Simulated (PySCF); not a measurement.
# Correlation energy of Al⁺ (aluminium, charge +1)

[Ne] 3p2, high-spin 3P determinant (an excited configuration). Computed with PySCF 2.14 in x2c-QZVPPall (9s6p4d2f1g, 70 functions), with scalar relativity by spin-free X2C-1e. Frozen: 1s2; 10 electrons correlated.

| level | correlation energy (mhartree) |
| --- | --- |
| CCSD | -173.58 |
| (T) | -1.37 |
| CCSD(T) | -174.95 |

Diagnostics: T1 = 0.0047, D1 = 0.0121, largest double amplitude 0.074.

Q: Is a single reference adequate?

A: Mostly. T1 lies below 0.03, but a double amplitude of this size points to a near-degeneracy that CCSD handles and MP2 describes poorly.

This basis was not built for core-valence correlation, so the inner-shell part is incomplete.
